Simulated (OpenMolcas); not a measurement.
Rh4+: effect of the basis set

```
Program             : OpenMolcas 26.06
Method              : CASSCF
Active space        : 5 electrons in 10 orbitals (4d 5d)
State averaging     : 2S+1 = 6 even, 1 root; 2S+1 = 4 even, 24 roots; 2S+1 = 2 even, 67 roots
Spin-orbit coupling : state interaction with AMFI integrals over the reference wave functions, term energies averaged over their components
```

A. ANO-R2 [7s5p4d2f1g], X2C, finite nucleus; cost roughly 4 core-minutes
B. ANO-RCC-VTZP [7s6p4d2f1g], DKH2, point nucleus; cost about 110 core-seconds
C. ANO-RCC-VQZP [8s7p5d3f2g1h], DKH2, point nucleus; cost about 110 core-seconds

Energies in cm⁻¹ above 4d⁵ ⁶S_5/2.

```csv
Level,A,B,C
4d⁵ ⁶S_5/2,0.0,0.0,0.0
4d⁵ ⁴G_5/2,29771,29579,29764
4d⁵ ⁴G_7/2,30105,29920,30099
4d⁵ ⁴G_11/2,30252,30071,30245
4d⁵ ⁴G_9/2,30316,30135,30310
4d⁵ ⁴P_5/2 [65 %],33415,33184,33401
4d⁵ ⁴P_3/2 [70 %],33994,33766,33982
4d⁵ ⁴P_1/2,34782,34557,34768
4d⁵ ⁴D_7/2,37041,36825,37024
4d⁵ ⁴D_1/2,37931,37721,37913
4d⁵ ⁴D_5/2 [68 %],38481,38270,38461
4d⁵ ⁴D_3/2 [69 %],38510,38301,38491
4d⁵ ²I_11/2,42937,42679,42905
4d⁵ ²I_13/2,43646,43398,43616
4d⁵ ²D_3/2(1) [58 %],48226,47931,48186
4d⁵ ⁴F_7/2 [56 %],49402,49100,49359
4d⁵ ⁴F_9/2,49513,49215,49474
4d⁵ ⁴F_5/2,50278,49983,50241
4d⁵ ²F_7/2(1) [61 %],51221,50940,51175
4d⁵ ⁴F_3/2 [58 %],51881,51601,51840
4d⁵ ²H_9/2 [68 %],52565,52261,52512
4d⁵ ²H_11/2,54519,54227,54465
4d⁵ ²G_7/2(1),54919,54627,54865
4d⁵ ²G_9/2(1) [64 %],56488,56204,56435
```

Among A to C the level of the table that moves most is 4d⁵ ²H_9/2 [68 %], by 300 cm-1 (lowest in B, highest in A).

Without dynamic correlation excited terms often stand tens of per cent too high (terms of higher spin than the ground term too low), and those without a measured partner can miss by more than the paired ones. Active for correlation alone: 5d; no level in the range computed is led by a configuration that fills it, so any true level of that kind is missing. Only configurations of the active space appear. Levels that lie high or do not pair safely by name in every column are left out.

A share in square brackets marks a mixed level and gives the weight of the term that names it, the lowest over the columns. A number in round brackets counts repeated terms of one configuration in the order of the reference energies.
